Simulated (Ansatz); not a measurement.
Basis-set extrapolation for CH5AlClN, SMILES `C[NH][AlH][Cl]` (PBE0-D4/def2-TZVP geometry, frozen core, Ansatz 0.2.0). Multiplicity 1, RHF reference.

```tsv
	def2-TZVPP	def2-QZVPP
HF	-796.808945	-796.833740
MP2 correlation	-0.654308	-0.706493
CCSD(T) correlation	-0.725075	-0.774464
```

Energies in hartree. Use E(X) = E(∞) + A·exp(−7.88·√X) for Hartree–Fock and E(X) = E(∞) + B·X^(−2.97) for correlation, with X = 3 and 4.

Task: What is the CCSD(T) energy at the basis-set limit?

Result: HF limit: -796.833740 + (-0.024795) × 0.13774 = -796.83716. Correlation limit: -0.774464 + (-0.049389) × 0.74074 = -0.81105. Total: -797.64821 hartree, 71.7 kcal/mol below CCSD(T)/def2-TZVPP.
